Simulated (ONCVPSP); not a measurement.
## How hard is this copper (Cu) ONCV potential?

ONCVPSP 4.0.1 input, shortened (lines: element, Z, core and valence counts, functional; n l f; lmax; l rc ep ncon nbas qcut; lloc lpopt rc5 dvloc0; l nproj debl; icmod fcfact rcfact), PBE, scalar-relativistic:

```
  Cu 29.00    3    4        4      upf
    1    0    2.00
    2    0    2.00
    2    1    6.00
    3    0    2.00
    3    1    6.00
    3    2   10.00
    4    1    1.00
    2
    0    0.75    0.00    5    9    8.80
    1    1.50    0.00    5    8   10.40
    2    1.25    0.00    5   10   14.30
    4    5    0.65    0.00
    0    2    0.40
    1    2    3.10
    2    2    1.00
    3    3.75    1.20
```

In the s channel the program set the typed energies aside and used -4.293, 0.250 Ha.

Task: For each optimised wave give the share of its norm inside rc, the residual kinetic energy above qcut (Ha) and the cutoffs (Ha) for errors of 10, 1, 0.1 and 0.01 mHa per electron.

Result:

| wave | norm inside rc | residual KE | 10 mHa | 1 mHa | 0.1 mHa | 0.01 mHa |
| --- | --- | --- | --- | --- | --- | --- |
| 3s | 0.607 | 6.5e-02 | 173.1 | 367.6 | 421.3 | 461.4 |
| s projector 2 | 0.048 | 1.1e-02 | 39.9 | 106.0 | 416.6 | 530.8 |
| 3p | 0.976 | 1.1e-06 | 31.6 | 39.0 | 45.1 | 49.8 |
| 4p | 0.019 | 1.2e-07 | 17.6 | 27.9 | 36.7 | 43.8 |
| 3d | 0.734 | 6.0e-06 | 64.0 | 76.3 | 86.1 | 96.0 |
| d projector 2 | 0.091 | 3.3e-07 | 56.3 | 71.0 | 82.6 | 91.6 |

The occupied waves need 368 Ha and 421 Ha for 1 and 0.1 mHa.
